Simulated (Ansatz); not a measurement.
C$_{2}$HF$_{2}$O$_{2}$, doublet (typed; the unrestricted solution is spin-contaminated), at a GFN2-xTB geometry; HF/3-21G (Ansatz, a quantum-chemistry and plane-wave program).

Ansatz was given this input:
Ansatz 0.2 input:
```yaml
crystal:
  periodic: [false, false, false]
  atoms:
    - {symbol: O, position_ang: [1.00908423, 1.50155229, 0.03543537]}
    - {symbol: C, position_ang: [0.71160733, 0.32632795, 0.04060336]}
    - {symbol: O, position_ang: [1.60255857, -0.67830943, 0.12156161]}
    - {symbol: C, position_ang: [-0.63484075, -0.16142983, -0.03898753]}
    - {symbol: F, position_ang: [-1.68096637, 0.62644498, -0.12569638]}
    - {symbol: F, position_ang: [-0.96947956, -1.43320129, -0.03424534]}
    - {symbol: H, position_ang: [2.50027146, -0.31452482, 0.17380460]}
basis:
  gaussian:
    orbitals: 3-21G.json
hamiltonian:
  xc: hf
magnetization: {spin_polarized: true, initial_magnetization: 1}
scf: {lower_state_search: off}
```
The basis file holds 3-21G in the JSON format of the Basis Set Exchange.

**Question.** Write the output that Ansatz gives for this input, abridged.

**Answer.** 
```
Functional definition: HF
these checks for a lower state are left out or cut short: stability, starts, cluster_reference, orbital_swaps, neighbouring_geometries, increment
616 factors; integrals over basis functions are off by at most 5.1e-4 eV
mean field evaluation 1: about -11491.6992 eV, gradient 3.5e1 eV
mean field evaluation 2: about -11491.8278 eV, gradient 3.5e1 eV
mean field evaluation 4: about -11497.4325 eV, gradient 3.9e0 eV
mean field evaluation 8: about -11497.7412 eV, gradient 8.5e-1 eV
mean field evaluation 16: about -11497.7923 eV, gradient 6.6e-5 eV
mean field -11497.79229974 eV, -422.5360735320 hartree, gradient 2.2e-6 eV, S^2 0.861221; 0 other end points of the search recorded, 0 dependent functions left out
reference -11497.79229974 eV, -422.5360735320 hartree; 24, 23 occupied and 32, 33 virtual orbitals, 616 factors
Total energy: -11497.79229974 eV, -422.5360735320 hartree
Checks for a lower state left out: stability, starts, cluster_reference, orbital_swaps, neighbouring_geometries, increment
```
